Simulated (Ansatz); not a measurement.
`[CH3][Hf]([Cl])([Cl])[Cl]`. The species carries charge 0 and has multiplicity 1. Hf: def2 effective core potential.

```xyz
8

C    -0.1612   -0.5461   -1.0274
Hf    0.1376    0.4660    0.8771
Cl    0.1434   -1.2215    2.4837
Cl    2.1877    1.5563    0.6848
Cl   -1.6627    1.9295    1.0910
H    -1.1110   -1.0931   -1.0349
H     0.6444   -1.2641   -1.2198
H    -0.1783    0.1731   -1.8544
```

Question: List the harmonic frequencies (cm⁻¹, unscaled) at PBE0-D4/def2-TZVP in Ansatz. (Best estimate.)

Answer: The calculation gave: 93, 93, 93, 108, 127, 127, 375, 384, 384, 516, 516, 520, 1186, 1406, 1407, 3018, 3107, 3107.

Question: Is this a minimum?

Answer: Yes, all 18 modes are real.

Question: Give the ideal-gas thermochemistry at 298.15 K and 1 bar (rigid rotor, harmonic oscillator; point group C3v, symmetry number 3).

Answer: Zero-point energy 99.1 kJ/mol; H(298) − E = 124.7 kJ/mol; entropy 400.1 J/(mol·K), of which translation 180.0, rotation 115.0, vibration 105.1; G(298) − E = 5.4 kJ/mol. Modes under 100 cm⁻¹ are hindered rotations or soft bends, so the harmonic entropy is rough.

Question: Rotational constants (cm⁻¹)?

Answer: 0.04388, 0.04387, 0.03124.
